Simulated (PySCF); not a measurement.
C₇H₁₀OP (charge +1).
Numbering: `[CH3:1][C@@H:2]1[CH2:3][P@H+:4]1[c:5]1[cH:6][cH:7][cH:8][o:9]1` (hydrogens: H10, H11, H12 on C1; H13 on C2; H14, H15 on C3; H16 on P4; H17 on C6; H18 on C7; H19 on C8)

Geometry (PBE0-D3(BJ)/def2-SVP, Å), atoms numbered from 1 in this order:
```
atom  x, y, z in Å
C1    -2.8181   -1.0077   -1.0845
C2    -1.7464   -0.5145   -0.1499
C3    -1.6642    0.9457    0.2403
P4    -0.2992    0.3859   -0.7974
C5     1.2900    0.2287   -0.0876
C6     2.0445    1.0841    0.6848
C7     3.2607    0.4011    0.9323
C8     3.1564   -0.8045    0.2896
O9     1.9761   -0.9179   -0.3283
H10   -3.7596   -1.1073   -0.5225
H11   -2.5599   -1.9920   -1.4975
H12   -3.0000   -0.3116   -1.9168
H13   -1.4434   -1.2151    0.6392
H14   -2.3635    1.6431   -0.2356
H15   -1.4032    1.1980    1.2735
H16   -0.4113    0.7768   -2.1451
H17    1.7610    2.0772    1.0302
H18    4.1091    0.7565    1.5131
H19    3.8301   -1.6541    0.1956
```

All values: PBE0/pcSseg-1 (PySCF, non-relativistic), on one gas-phase PBE0-D3(BJ)/def2-SVP geometry that isn't relaxed in the solvent. The solvent is an IEF-PCM continuum (cavity from Bondi-type radii × 1.2). Only the electrostatic response of the medium enters.

| run | E − E(gas) (kJ/mol) | HOMO (eV) | HOMO–LUMO gap (eV) |
| --- | --- | --- | --- |
| gas | 0.00 | -11.38 | 6.06 |
| P | -195.44 | -7.98 | 6.20 |
| Q | -214.32 | -7.68 | 6.21 |

**Question.** The runs were made in dichloromethane and methanol. Which run belongs to which solvent?

**Answer.** P = dichloromethane, Q = methanol. The dielectric constants are 8.93 (dichloromethane), 32.61 (methanol), and the energy falls further as ε rises. In this model the ground state sees the solvent through ε alone.

**Question.** How constant is the ratio of the lowering to 1 − 1/ε?

**Answer.** 
```tsv
solvent	1 − 1/ε	E − E(gas) (kJ/mol)	ratio (kJ/mol)	polarisation term (kJ/mol)
dichloromethane	0.888	-195.44	-220.1	-199.81
methanol	0.969	-214.32	-221.1	-220.22
```

The ratio changes by +0.5 % in size from dichloromethane to methanol. The polarisation term is half the interaction of the solute with the induced surface charges.
